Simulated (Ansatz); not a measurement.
Mulliken charges of `[CH3][Y]([OH])[OH]` from B3LYP/def2-TZVPP in Ansatz (PBE0-D4/def2-TZVP geometry).

```json
{"atom": "C1", "x (Å)": "0.064", "y (Å)": "1.130", "z (Å)": "-1.255", "charge (e)": "-0.706"}
{"atom": "Y2", "x (Å)": "0.112", "y (Å)": "-0.295", "z (Å)": "0.648", "charge (e)": "1.274"}
{"atom": "O3", "x (Å)": "1.496", "y (Å)": "-1.768", "z (Å)": "0.607", "charge (e)": "-0.586"}
{"atom": "O4", "x (Å)": "-1.546", "y (Å)": "-0.265", "z (Å)": "1.802", "charge (e)": "-0.586"}
{"atom": "H5", "x (Å)": "-0.558", "y (Å)": "0.701", "z (Å)": "-2.055", "charge (e)": "0.089"}
{"atom": "H6", "x (Å)": "-0.365", "y (Å)": "2.120", "z (Å)": "-1.050", "charge (e)": "0.083"}
{"atom": "H7", "x (Å)": "1.051", "y (Å)": "1.298", "z (Å)": "-1.706", "charge (e)": "0.084"}
{"atom": "H8", "x (Å)": "2.054", "y (Å)": "-2.538", "z (Å)": "0.647", "charge (e)": "0.173"}
{"atom": "H9", "x (Å)": "-2.308", "y (Å)": "-0.383", "z (Å)": "2.361", "charge (e)": "0.173"}
```

Problem. By hand: the dipole of these point charges (1 e Å = 4.8032 D).

Solution. Σ q r = (0.091, -0.140, 0.407) e Å, of length 0.440 e Å = 2.11 D.

Problem. How does the dipole of the full density compare? (Best estimate.)

Solution. The calculation gave: (0.095, -0.172, 0.457) e Å, 2.39 D; the point charges give 0.88 times that, at 2° from its direction.

Point charges leave out the atoms' own dipoles, such as those of lone pairs, and Mulliken's split depends on the basis, so the close match here is no proof of good charges.

B3LYP here is the variant with VWN-RPA as its local correlation; programs differ in this.
